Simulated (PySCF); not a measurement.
Si(H)3(SH) (H₄SSi), SMILES [SiH3]S. Atoms are numbered in the order given.

```xyz
6

Si     0.0046    -1.0301     0.0000
S     -0.0811     1.1079     0.0000
H      0.6945    -1.5523     1.2057
H     -1.4101    -1.4682     0.0000
H      0.6945    -1.5523    -1.2057
H      1.2540     1.2686     0.0000
```

Geometry optimised at r2SCAN-D4/def2-TZVP.

All values below come from PBE/def2-TZVPD (PySCF).

Symmetry labels are those of the subgroup Cs that the program uses (full group Cs).

List the valence orbital energies around the gap with their symmetry. (Estimate from the structure and the level; the computed values follow.)


| orbital | symmetry | energy (eV) |
|---|---|---|
| HOMO−7 | A" | -94.59 |
| HOMO−6 | A' | -18.35 |
| HOMO−5 | A' | -13.30 |
| HOMO−4 | A' | -10.39 |
| HOMO−3 | A" | -8.86 |
| HOMO−2 | A' | -8.66 |
| HOMO−1 | A' | -8.17 |
| HOMO | A" | -6.34 |
| LUMO | A' | -1.02 |
| LUMO+1 | A' | -0.82 |
| LUMO+2 | A' | 0.00 |
| LUMO+3 | A" | 0.15 |
